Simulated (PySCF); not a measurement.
ZnS under electron impact: the energy ladder

PBE0 in PySCF with def2-TZVPPD on every atom, for the lowest determinant that a PBE0 search found; no spin–orbit coupling.

```csv
species,state (unpaired electrons),Re (Å),ωe (cm⁻¹),energy of the minimum from the neutral (eV),De (eV),dissociates to
ZnS,singlet (closed shell),2.056,464,0.00,1.46,Zn + S
ZnS⁺,doublet (π ↑),2.154,405,8.46,2.10,Zn⁺ + S
ZnS⁻,doublet (σ ↑),2.135,401,-2.36,1.76,Zn + S⁻
```

Q: Work out the lowest energy to break ZnS into atoms, from its vibrational ground state.

A: D0 = De − ωe/2 = 1.46 − 0.03 = 1.43 eV (PBE0/def2-TZVPPD).

Q: Work out the ionisation energy of the Zn atom at this level and the threshold of dissociative ionisation.

A: IE(Zn) = 8.46 + 2.10 − 1.46 = 9.10 eV, so Zn⁺ + S + e⁻ appears at D0 + IE(Zn) = 10.53 eV (PBE0/def2-TZVPPD). The measured IE(Zn) is 9.394 eV (NIST ASD).

Q: Work out the electron affinity of the S atom and the threshold of dissociative attachment.

A: EA(S) = 1.46 − 1.76 − (-2.36) = 2.06 eV, so Zn + S⁻ needs D0 − EA(S) = -0.63 eV (negative: it is exothermic at zero electron energy) (PBE0/def2-TZVPPD). The measured EA(S) is 2.077 eV.

Q: At which energy does ion-pair formation open?

A: Zn⁺ + S⁻ lies at D0 + IE(Zn) − EA(S) = 8.47 eV (PBE0/def2-TZVPPD).

These are thermodynamic thresholds; the onsets seen under electron impact lie higher where the geometry changes, and cross-sections peak well above them.

For an ion De counts to the pair picked by the measured ionisation energies or electron affinities, which need not be the lowest pair at this level. States were picked by a PBE0 search and need not be the measured ground states.
